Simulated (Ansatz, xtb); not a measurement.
# BrFGaH3Si: where a starting geometry ends

The starting geometry of this gas-phase singlet has its atoms placed at random.

```xyz
7

Br    0.7313    0.2009   -0.1607
F    -0.6492    1.6744   -0.5076
Ga   -1.6594   -0.6205    0.5427
Si   -0.0271   -1.4484    1.3896
H     1.0510   -1.3261   -0.6693
H    -1.5083    1.1442    0.7135
H     1.7828    0.8265    0.9112
```

Guess where an optimisation with r2SCAN-D4/def2-SVP ends from this start.

It ends as a structure with Br1 bridging Si4 and H7, given below by its coordinates. Distances that change by over a tenth: Br1–F2 (2.05 → 3.04 Å), Br1–Ga3 (2.62 → 3.12 Å), Br1–Si4 (2.39 → 2.65 Å), Ga3–Si4 (2.02 → 2.48 Å), Ga3–H6 (1.78 → 2.15 Å). Contacts that open: Br1–H5 (1.64 → 2.98 Å). Contacts that close: F2–H6 (1.58 → 1.00 Å), Si4–H5 (2.33 → 1.56 Å).

The energy falls by 8.46 eV over 28 steps:

| step | E − E(last) (eV) |
| --- | --- |
| 1 | 8.455 |
| 4 | 3.980 |
| 7 | 1.460 |
| 10 | 0.615 |
| 13 | 0.323 |
| 16 | 0.147 |
| 19 | 0.029 |
| 22 | 0.008 |
| 25 | 0.002 |
| 28 | 0.000 |

Final geometry (Å):

```yaml
atoms:
  - { symbol: Br, position_ang: [1.6651, 0.3188, 0.5419] }
  - { symbol: F, position_ang: [-0.7039, 2.1299, -0.0586] }
  - { symbol: Ga, position_ang: [-1.2939, -0.6016, 0.8977] }
  - { symbol: Si, position_ang: [0.6730, -2.1072, 0.9308] }
  - { symbol: H, position_ang: [0.2103, -2.0357, -0.5528] }
  - { symbol: H, position_ang: [-1.3689, 1.4487, 0.2494] }
  - { symbol: H, position_ang: [0.5395, 1.2981, 0.2109] }
```

From the same start GFN2-xTB ends elsewhere, in pieces: FGaH2Si + BrH.

From so rough a start the end depends on the optimiser's path, so another program may land elsewhere. The end wasn't checked by frequencies. Run with Ansatz 0.2.0, 96 s on 2 threads of AMD EPYC 7R43 64-Core Processor (Zen 3) (shared host).
